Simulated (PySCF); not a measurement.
A structure optimised at r2SCAN-D4/def2-TZVP, used in a PySCF frequency run:

```xyz
6

Al    -0.4609    -0.0880     0.0000
H     -2.0226    -0.2388     0.0000
F      0.4925    -1.4373     0.0000
N      0.3405     1.4764     0.0000
H      1.3383     1.6212     0.0000
H     -0.1391     2.3631     0.0000
```

Question: Write its SMILES, formula and point group.

Answer: [NH2][AlH][F], AlFH₃N, Cs

Question: What are its rotational constants (standard atomic weights)?

Answer: 28.453, 6.4766, 5.2758 GHz
